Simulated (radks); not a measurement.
The numbers below are computed, except where a source is named.
Q: All-electron atom: Co+ in [Ar] 3d8 (the NIST ground configuration). Level of theory: Dirac Kohn-Sham, PW91, spin-unpolarised, spherical densities, finite nucleus; open shells are shared between the two j in proportion to 2j + 1; Fermi nuclear charge, rms radius 3.7875 fm (a radial shooting solver on a logarithmic mesh with Libxc functionals).

Spin-orbit splittings of the eigenvalues, e(l+1/2) - e(l-1/2), with zeta = 2 splitting/(2l+1) and mean radii in bohr:

| shell | occ. | splitting (eV) | zeta (eV) | <r> j=l-1/2 | <r> j=l+1/2 |
|---|---|---|---|---|---|
| 2p | 6 | 14.84 | 9.895 | 0.2228 | 0.2259 |
| 3p | 6 | ? | ? | 0.8168 | 0.8270 |
| 3d | 8 | 0.1771 | 0.07083 | 1.133 | 1.142 |
| 4p | 0 | 0.07271 | 0.04848 | 3.594 | 3.627 |

Estimate the 3p splitting.

A: 1.825 eV (zeta = 1.217 eV).
